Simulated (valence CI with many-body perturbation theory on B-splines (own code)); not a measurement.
## Which ion has this spectrum?

A relativistic CI+MBPT calculation for an atom or ion with 21 electrons gives these levels (eV):

```csv
J,Parity,E,g
3/2,even,0.00,0.73
5/2,even,85.97,1.05
3/2,even,92.58,1.16
9/2,even,96.33,1.03
7/2,even,96.79,1.03
1/2,even,98.36,1.79
5/2,even,124.01,1.22
7/2,even,181.06,1.12
9/2,even,186.05,1.13
3/2,even,191.81,1.10
1/2,even,194.97,1.52
11/2,even,196.02,1.08
5/2,even,196.27,1.30
7/2,even,206.24,1.08
```

The energies are calculated, and their last digits are not significant.

Question: Which is it?
A. Ir56+
B. Hg59+
C. Os55+
D. Pt57+

Answer: D. Pt57+, ground level (3d3/2^3) J=3/2.
